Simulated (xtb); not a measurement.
Al(H)(OH)(OSiH3) (AlH5O2Si), SMILES [AlH]([O][SiH3])[OH]. All values are semi-empirical tight-binding results from xtb (GFN2-xTB unless named), good for trends rather than for accurate numbers. Geometry: GFN2-xTB. One conformer was computed; it need not be the lowest.

The geometry has at least one imaginary mode, so it is a saddle point at that level.

For metal compounds this method's bond lengths and energies can be far off.

Computed properties:
| Property | Value |
|---|---|
| orbital gap | 4.99 eV |
